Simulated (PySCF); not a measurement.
# B (boron, neutral) across methods

[He] 2s1 2p1 3s1, high-spin 4P determinant (an excited configuration). Calculation: PySCF 2.14, in aug-cc-pCVQZ-DK (9s8p6d4f2g, 109 functions); scalar relativity by spin-free X2C-1e.

```json
{"method": "wB97X-V", "E (hartree)": "-24.3127", "mean ε 2s α (eV)": "-19.700", "mean ε 2p α (eV)": "-13.646", "mean ε 3s α (eV)": "-3.243", "Σ⟨r²⟩ (bohr²)": "47.10", "⟨S²⟩": "3.750"}
{"method": "LDA", "E (hartree)": "-24.0224", "mean ε 2s α (eV)": "-15.381", "mean ε 2p α (eV)": "-9.552", "mean ε 3s α (eV)": "-1.961", "Σ⟨r²⟩ (bohr²)": "46.20", "⟨S²⟩": "3.750"}
{"method": "r2SCAN", "E (hartree)": "-24.3120", "mean ε 2s α (eV)": "-15.953", "mean ε 2p α (eV)": "-10.154", "mean ε 3s α (eV)": "-1.938", "Σ⟨r²⟩ (bohr²)": "47.05", "⟨S²⟩": "3.750"}
{"method": "PBE", "E (hartree)": "-24.2822", "mean ε 2s α (eV)": "-15.495", "mean ε 2p α (eV)": "-9.731", "mean ε 3s α (eV)": "-1.976", "Σ⟨r²⟩ (bohr²)": "46.85", "⟨S²⟩": "3.750"}
{"method": "BLYP", "E (hartree)": "-24.3131", "mean ε 2s α (eV)": "-15.191", "mean ε 2p α (eV)": "-9.521", "mean ε 3s α (eV)": "-1.739", "Σ⟨r²⟩ (bohr²)": "46.72", "⟨S²⟩": "3.750"}
{"method": "LC-wPBE", "E (hartree)": "-24.2930", "mean ε 2s α (eV)": "-20.364", "mean ε 2p α (eV)": "-14.303", "mean ε 3s α (eV)": "-3.413", "Σ⟨r²⟩ (bohr²)": "47.53", "⟨S²⟩": "3.750"}
{"method": "PBE0", "E (hartree)": "-24.2904", "mean ε 2s α (eV)": "-17.173", "mean ε 2p α (eV)": "-11.245", "mean ε 3s α (eV)": "-2.339", "Σ⟨r²⟩ (bohr²)": "47.07", "⟨S²⟩": "3.750"}
{"method": "UHF", "E (hartree)": "-24.24438", "mean ε 2s α (eV)": "-21.828", "mean ε 2p α (eV)": "-15.523", "mean ε 3s α (eV)": "-3.147", "Σ⟨r²⟩ (bohr²)": "47.41", "⟨S²⟩": "3.750"}
```

The outer electron is Rydberg-like, and this basis confines it to a smaller radius and binds it less than a complete one would.
